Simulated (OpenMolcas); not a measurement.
**Multiconfigurational calculation on Nd4+**

Input:

```
&GATEWAY
Coord
1

Nd 0.0 0.0 0.0
Basis=ANO-R0
Group=XYZ
NoMove
AngMom=0.0 0.0 0.0
AMFI
&SEWARD
&RASSCF
FileOrb=start.orb
Symmetry=1
Spin=3
nActEl=2 0 0
Inactive=15 12
Ras2=0 7
CIRoot=21 21 1
SDav=21
CIMx=300
Iter=120 100
PrWF=0.3
OrbListing=Nothing
MaxOrb=0
Atom
>>> COPY $Project.JobIph JOB001
&RASSCF
FileOrb=start.orb
Symmetry=1
Spin=1
nActEl=2 0 0
Inactive=15 12
Ras2=0 7
CIRoot=28 28 1
SDav=28
CIMx=300
Iter=120 100
PrWF=0.3
OrbListing=Nothing
MaxOrb=0
Atom
CIOnly
>>> COPY $Project.JobIph JOB002
&RASSI
NrOfJobIphs=2 18 14
1 2 3 4 5 6 7 8 9 10 11 12 13 14 15 16 17 18
1 2 3 4 5 6 7 8 9 10 11 12 13 14
IphNames
JOB001
JOB002
EJob
SpinOrbit
DIPRint=1.0
SOCoupling=1000.0
Subsets=2
MEES
Property=10
'ANGMOM' 1 'ANGMOM' 2 'ANGMOM' 3 'MLTPL  1' 1 'MLTPL  1' 2 'MLTPL  1' 3
'AMFI' 1 'AMFI' 2 'AMFI' 3 'MLTPL  2' 6
SOProperty=3
'ANGMOM' 1 'ANGMOM' 2 'ANGMOM' 3
```

Launched by
```bash
OMP_NUM_THREADS=1 MOLCAS_MEM=2252 MOLCAS_PROJECT=a pymolcas a.inp > a.log  # once for each step of the input, in one work folder
```

A driver script runs the steps one by one and writes start.orb anew before each from the orbitals found so far, so a CI-only block uses the converged orbitals of the first block.

Output, cut to the results:

```
--- SEWARD ---
Basis set label: ND.ANO-R...6S4P2D1F.

      Electronic valence basis set:
      ------------------
      Associated Effective Charge  60.000000 au
      Associated Actual Charge     60.000000 au
      Nuclear Model: Finite nucleus - Gaussian distribution
        Gaussian exponent, Xi/bohr**(-2):  1.72717E+08

      Shell  nPrim  nBasis  Cartesian Spherical Contaminant
         s      25       6        X
         p      19       4        X
         d      12       2                 X
         f      10       1                 X
                  Relativistic X2C integrals
                  Atomic mean-field integrals
--- RASSCF ---
Wave function specifications:
      -----------------------------

      Number of closed shell electrons          54
      Number of electrons in active shells       2
      Max number of holes in RAS1 space          0
      Max nr of electrons in RAS3 space          0
      Number of inactive orbitals               27
      Number of active orbitals                  7
      Number of secondary orbitals               1
      Spin quantum number                      1.0
      State symmetry                             1
Orbital specifications:
      -----------------------

      Symmetry species                           1   2
                                                ag  au
      Frozen orbitals                            0   0
      Inactive orbitals                         15  12
      Active orbitals                            0   7
      RAS1 orbitals                              0   0
      RAS2 orbitals                              0   7
      RAS3 orbitals                              0   0
      Secondary orbitals                         1   0
      Deleted orbitals                           0   0
      Number of basis functions                 16  19
      Number of CSFs                            21
      Number of root(s) required                21
      Iter CI   SX   CI       RASSCF       Energy    max ROT     max BLB   max BLB  Level Ln srch  Step   QN
          iter iter root      energy       change     param      element    value   shift minimum  type update
 Nr of preliminary CI iterations:   1
      Total energies have been shifted. Add                -9000.00 au
        1   1    6    0  -616.53648105    0.00E+00  -6.70E-02   15  16 1  3.76E-01*  0.00   0.00    SX    NO
        2   1    6    0  -616.56389653   -2.74E-02* -5.68E-03   15  16 1  3.16E-02*  0.00   0.00    SX    NO
        3   1    5    0  -616.56409119   -1.95E-04*  4.72E-04   15  16 1  2.63E-03*  0.00   0.00    SX    NO
        4   1    4    0  -616.56409254   -1.34E-06* -3.93E-05   15  16 1  2.18E-04*  0.00   0.00    SX    NO
        5   1    3    0  -616.56409254   -9.30E-09  -3.56E-06   15  16 1  1.82E-05   0.00   1.09    QN   YES
      Convergence after  5 iterations
        6   1    3    0  -616.56409254   -6.37E-11  -3.56E-06    3  16 1 -8.96E-07   0.00   1.09    QN   YES
      Natural orbitals and occupation numbers for root  1
      sym 2:   0.401418  -0.000000   0.016702   0.581880   0.401418   0.581880   0.016702
      Natural orbitals and occupation numbers for root  2
      sym 2:   0.614432   0.614432   0.037636   0.347932   0.347932   0.000000   0.037636
      Natural orbitals and occupation numbers for root  3
      sym 2:   0.609521   0.609521   0.033611   0.356868   0.033611   0.356868   0.000000
::    RASSCF root number  1 Total energy:  -9616.59102765
::    RASSCF root number  2 Total energy:  -9616.59102765
::    RASSCF root number  3 Total energy:  -9616.59102765
::    RASSCF root number  4 Total energy:  -9616.59102765
::    RASSCF root number  5 Total energy:  -9616.59102765
::    RASSCF root number  6 Total energy:  -9616.59102765
::    RASSCF root number  7 Total energy:  -9616.59102765
::    RASSCF root number  8 Total energy:  -9616.59102765
::    RASSCF root number  9 Total energy:  -9616.59102765
::    RASSCF root number 10 Total energy:  -9616.59102765
::    RASSCF root number 11 Total energy:  -9616.59102765
::    RASSCF root number 12 Total energy:  -9616.56409254
::    RASSCF root number 13 Total energy:  -9616.56409254
::    RASSCF root number 14 Total energy:  -9616.56409254
::    RASSCF root number 15 Total energy:  -9616.56409254
::    RASSCF root number 16 Total energy:  -9616.56409254
::    RASSCF root number 17 Total energy:  -9616.56409254
::    RASSCF root number 18 Total energy:  -9616.56409254
...
--- RASSI ---
SPIN-FREE ENERGIES:
  (Shifted by EMIN (a.u.) =      -9616.5910276523)

 SF State       Relative EMIN(au)   Rel lowest level(eV)    D:o, cm**(-1)      L_eff

     1             0.0000000000        0.0000000000              0.0000         5.0
     2             0.0000000000        0.0000000000              0.0000         5.0
     3             0.0000000000        0.0000000000              0.0000         5.0
     4             0.0000000000        0.0000000000              0.0000         5.0
     5             0.0000000000        0.0000000000              0.0000         5.0
     6             0.0000000000        0.0000000000              0.0000         5.0
     7             0.0000000000        0.0000000000              0.0000         5.0
     8             0.0000000000        0.0000000000              0.0000         5.0
     9             0.0000000000        0.0000000000              0.0000         5.0
    10             0.0000000000        0.0000000000              0.0000         5.0
    11             0.0000000000        0.0000000000              0.0000         5.0
    12             0.0269351075        0.7329416128           5911.5728         3.0
    13             0.0269351075        0.7329416128           5911.5728         3.0
    14             0.0269351075        0.7329416128           5911.5728         3.0
    15             0.0269351075        0.7329416128           5911.5728         3.0
    16             0.0269351075        0.7329416128           5911.5728         3.0
    17             0.0269351075        0.7329416128           5911.5728         3.0
    18             0.0269351075        0.7329416128           5911.5728         3.0
    19             0.0305007421        0.8299674730           6694.1391         4.0
    20             0.0305007421        0.8299674730           6694.1391         4.0
    21             0.0305007421        0.8299674730           6694.1391         4.0
...
```

Levels above the lowest, from the spin-orbit matrix, grouped by J:

| Configuration | Term | J | E (cm⁻¹) | Measured (cm⁻¹) | Term weight % | Second |
| --- | --- | --- | --- | --- | --- | --- |
| 4f² | ³H | 4 | 0.0 | 0.0 | 97 | 3 ¹G |
| 4f² | ³H | 5 | 2501 | 2834 | 100 |  |
| 4f² | ³H | 6 | 5164 | 5743 | 100 |  |
| 4f² | ³F | 2 | 6801 | 5894 | 98 |  |
| 4f² | ¹G | 4 | 8372 |  | 52 | 46 ³F |
| 4f² | ³F | 3 | 8412 | 7785 | 100 |  |
| 4f² | ³F | 4 | 11736 |  | 54 | 45 ¹G |

Against the 4 measured excited levels shown (the list in Carvajal Gallego et al., Mon. Not. R. Astron. Soc. 518, 332 (2023)) the mean absolute deviation is 610 cm-1; the largest miss in energy is 4f² ³F₂: computed 6801, measured 5894 cm⁻¹ (+15.4 %).

Some high roots are left out of the spin-orbit mixing, which shifts the levels that they would mix with. Without dynamic correlation excited terms often stand tens of per cent too high (terms of higher spin than the ground term too low), and those without a measured partner can miss by more than the paired ones. Terms from blocks run as CI alone lack orbitals of their own. The basis is small and was not contracted for so high a charge. Measured partners are found by configuration, term and J. A level has none where our copy of the source lacks it or the pairing is in doubt (some pairs that miss far off the trend of their configuration count as doubtful), and it then counts in no deviation. Levels of configurations outside the active space are missing. The first state left out of the spin-orbit step lies near 25000 cm-1 above the lowest spin-free state of the reference (among the parities and spins computed), and the list stops at four fifths of that energy or lower.

The RASSCF and RASSI steps took 6 s on 1 thread of Arm Neoverse V2, with other jobs on the host; the integral step is not counted.

The term weight is that of the spin-free term in the level, not the purity of its configuration.
